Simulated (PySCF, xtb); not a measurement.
ClHO2SW, SMILES [O]=[W](=[O])([SH])[Cl], multiplicity 1. The values are those of a single conformer.

Harmonic wavenumbers (cm⁻¹) from GFN2-xTB run with xtb 6.7.1 at its own minimum, in rising order: 99, 137, 163, 173, 214, 250, 316, 351, 529, 852, 888, 2334.

What does B3LYP-D3(BJ)/def2-SVP (PySCF) give at its own minimum? (An estimate is asked for; the answer gives what the named calculation found.)

113, 151, 181, 215, 290, 322, 400, 412, 649, 998, 1035, 2649. Paired by order, the mean absolute difference is 92 cm⁻¹ and the zero-point energies are 9.0 and 10.6 kcal/mol.
